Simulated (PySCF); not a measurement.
Molecule: SMILES c1ccc(C#N)o1, C5H3NO.

Geometry:
| atom | x (Å) | y (Å) | z (Å) |
| --- | --- | --- | --- |
| N1 | 3.434 | -0.416 | -0.017 |
| C2 | 2.284 | -0.278 | 0.038 |
| C3 | 0.883 | -0.077 | 0.098 |
| C4 | 0.118 | 1.054 | -0.030 |
| C5 | -1.231 | 0.628 | 0.122 |
| C6 | -1.175 | -0.722 | 0.329 |
| O7 | 0.093 | -1.155 | 0.316 |
| H8 | 0.488 | 2.060 | -0.210 |
| H9 | -2.126 | 1.242 | 0.083 |
| H10 | -1.937 | -1.480 | 0.495 |

Geometry PBE0-D3(BJ)/def2-SVP throughout; GIAO in PySCF 2.14, gas phase, one conformer, non-relativistic; equivalent atoms averaged; basis pcSseg-2.

Question: How do the absolute shieldings σ depend on the functional? (a selection of nuclei; ppm; last column core-seconds on shared hosts with different chips, so compare them loosely)

Answer: 
```tsv
functional	kind	N1	C6	C3	C4	C5	C2	O7	H10	H9	core-s
HF	Hartree–Fock	-71.5	33.2	55.2	55.9	75.2	75.6	50.9	23.94	25.05	23
BLYP	GGA	-68.4	22.9	40.6	46.0	56.2	58.0	4.2	23.91	24.79	55
KT2	GGA	-46.5	37.9	55.6	61.9	71.6	72.3	19.3	23.66	24.63	58
B97-D	GGA	-55.9	31.2	48.8	53.6	63.8	64.1	16.8	23.91	24.83	39
B3LYP	global hybrid	-69.6	24.1	42.6	47.2	59.1	61.2	10.7	23.85	24.75	43
PBE0	global hybrid	-67.5	29.2	48.2	52.1	64.1	64.8	14.6	23.66	24.55	41
WP04	global hybrid	-73.1	16.5	34.9	38.4	50.9	56.6	12.4	24.20	25.13	29
CAM-B3LYP	range-separated hybrid	-67.3	23.7	42.5	47.1	60.3	62.8	16.4	23.73	24.63	44
wB97X-D	range-separated hybrid	-66.0	27.7	46.2	50.2	63.3	64.9	17.1	23.75	24.66	54
```

Question: Which nucleus among those listed moves most, in ppm?

Answer: O7 (aromatic ring oxygen): from 4.2 ppm with BLYP to 50.9 ppm with HF. The smallest spread is 0.55 ppm, at H10. Proton shifts span only some 12 ppm, so a few tenths of a ppm matter as much there as several ppm in carbon.
